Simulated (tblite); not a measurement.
Compound: C5H12Si2.
Numbering: `[CH3:1][CH:2]([CH3:3])[SiH2:4][C:5]#[C:6][SiH3:7]` (hydrogens: H8, H9, H10 on C1; H11 on C2; H12, H13, H14 on C3; H15, H16 on Si4; H17, H18, H19 on Si7)

Computed with GFN2-xTB (tblite), gas phase: L-BFGS steps from a force-field or distance-geometry start until the largest atomic force falls under 0.01 eV/Å.

The end geometry, which sets the zero of energy:
```
atom  x, y, z in Å
C1     -1.6651    1.3525   -0.3878
C2     -1.7750   -0.1705   -0.3988
C3     -1.8610   -0.6987    1.0311
Si4    -0.3134   -0.9645   -1.3444
C5      1.2370   -0.4918   -0.4504
C6      2.2281   -0.1617    0.1635
Si7     3.7438    0.3380    1.0973
H8     -0.7450    1.6643    0.1039
H9     -2.5041    1.7954    0.1495
H10    -1.6617    1.7507   -1.4007
H11    -2.7087   -0.4346   -0.9098
H12    -1.9987   -1.7782    1.0408
H13    -2.6991   -0.2443    1.5597
H14    -0.9486   -0.4661    1.5777
H15    -0.4417   -2.4275   -1.3399
H16    -0.2537   -0.4431   -2.7162
H17     4.9115   -0.2393    0.4265
H18     3.8184    1.8019    1.1009
H19     3.6272   -0.1733    2.4662
```

**Question.** These geometries come from the run, each turned onto the end geometry. Order them by energy, lowest first.
A.
```
atom  x, y, z in Å
C1     -1.7836    1.3644   -0.3965
C2     -1.7947   -0.1677   -0.3976
C3     -1.9849   -0.6951    1.0285
Si4    -0.2644   -0.9203   -1.2781
C5      1.3119   -0.4659   -0.3909
C6      2.3402   -0.1632    0.1793
Si7     3.9194    0.2978    1.0649
H8     -0.9480    1.7600    0.1822
H9     -2.7050    1.7467    0.0426
H10    -1.7144    1.7609   -1.4088
H11    -2.6644   -0.4939   -0.9894
H12    -2.0538   -1.7831    1.0452
H13    -2.9038   -0.3004    1.4662
H14    -1.1545   -0.3996    1.6717
H15    -0.4223   -2.3854   -1.3086
H16    -0.2333   -0.4262   -2.6657
H17     5.0841   -0.2860    0.3773
H18     4.0738    1.7622    1.0931
H19     3.8879   -0.1962    2.4541
```
B.
```
atom  x, y, z in Å
C1     -1.7823    1.3647   -0.3967
C2     -1.7951   -0.1676   -0.4023
C3     -1.9843   -0.6956    1.0288
Si4    -0.2649   -0.9180   -1.2804
C5      1.2900   -0.4729   -0.4029
C6      2.3599   -0.1574    0.1898
Si7     3.9169    0.2985    1.0615
H8     -0.9460    1.7641    0.1844
H9     -2.7059    1.7469    0.0420
H10    -1.7158    1.7624   -1.4096
H11    -2.6651   -0.4966   -0.9924
H12    -2.0551   -1.7866    1.0468
H13    -2.9075   -0.2998    1.4687
H14    -1.1520   -0.3990    1.6759
H15    -0.4243   -2.3880   -1.3102
H16    -0.2352   -0.4277   -2.6665
H17     5.0898   -0.2866    0.3770
H18     4.0766    1.7656    1.0946
H19     3.8903   -0.1973    2.4609
```
C.
```
atom  x, y, z in Å
C1     -1.7867    1.3583   -0.3954
C2     -1.7894   -0.1662   -0.3969
C3     -1.9800   -0.6920    1.0229
Si4    -0.2524   -0.9109   -1.2598
C5      1.3170   -0.4572   -0.3856
C6      2.3452   -0.1615    0.1876
Si7     3.9080    0.2969    1.0585
H8     -0.9443    1.7352    0.1797
H9     -2.7053    1.7458    0.0492
H10    -1.7059    1.7445   -1.4092
H11    -2.6667   -0.4806   -0.9719
H12    -2.0442   -1.7794    1.0287
H13    -2.8989   -0.2932    1.4584
H14    -1.1460   -0.3942    1.6572
H15    -0.3980   -2.3748   -1.2853
H16    -0.2087   -0.4116   -2.6384
H17     5.0474   -0.2955    0.3616
H18     4.0421    1.7515    1.0755
H19     3.8569   -0.2059    2.4324
```
D.
```
atom  x, y, z in Å
C1     -1.7379    1.3526   -0.3974
C2     -1.7934   -0.1727   -0.4044
C3     -1.9327   -0.6987    1.0214
Si4    -0.2777   -0.9316   -1.2913
C5      1.2538   -0.4430   -0.3757
C6      2.2618   -0.1290    0.2186
Si7     3.8410    0.3127    1.0747
H8     -0.8692    1.7003    0.1584
H9     -2.6291    1.7707    0.0717
H10    -1.6719    1.7424   -1.4111
H11    -2.6938   -0.4668   -0.9568
H12    -2.0102   -1.7839    1.0304
H13    -2.8251   -0.2922    1.4968
H14    -1.0706   -0.4114    1.6205
H15    -0.3793   -2.3961   -1.2826
H16    -0.1892   -0.4061   -2.6598
H17     4.9357   -0.3113    0.3241
H18     3.9835    1.7726    1.0835
H19     3.7945   -0.1991    2.4481
```
E.
```
atom  x, y, z in Å
C1     -1.7731    1.3575   -0.3979
C2     -1.8010   -0.1696   -0.4007
C3     -1.9688   -0.6958    1.0230
Si4    -0.2643   -0.9135   -1.2638
C5      1.2824   -0.4415   -0.3652
C6      2.3168   -0.1514    0.1943
Si7     3.8908    0.2947    1.0565
H8     -0.9236    1.7208    0.1780
H9     -2.6851    1.7553    0.0488
H10    -1.6913    1.7517   -1.4099
H11    -2.6797   -0.4832   -0.9771
H12    -2.0309   -1.7825    1.0368
H13    -2.8803   -0.3009    1.4716
H14    -1.1258   -0.3932    1.6415
H15    -0.3578   -2.3787   -1.2550
H16    -0.1666   -0.3871   -2.6322
H17     5.0127   -0.3113    0.3339
H18     4.0113    1.7557    1.0592
H19     3.8244   -0.2182    2.4273
```

**Answer.** D (0.005 eV), E (0.009 eV), C (0.021 eV), A (0.043 eV), B (0.166 eV).

In the order of the answer:

```tsv
step	E above end (eV)	largest force (eV/Å)	rms force component (eV/Å)	rms distance from end (Å)	rms bond change (Å)	bond most changed (Å)
45	0.005	0.04	0.012	0.107	0.001	Si7–H17 +0.002
21	0.009	0.04	0.014	0.146	0.000	Si4–C5 -0.001
8	0.021	0.24	0.058	0.157	0.002	Si7–H18 -0.005
3	0.043	0.19	0.068	0.164	0.007	C6–Si7 +0.019
1	0.166	4.57	0.856	0.165	0.015	C5≡C6 +0.051
```

The cost below is that of the whole relaxation. On an Arm Neoverse V1 with one thread, no GPU, on a shared host, this took 0.56 s of wall time.
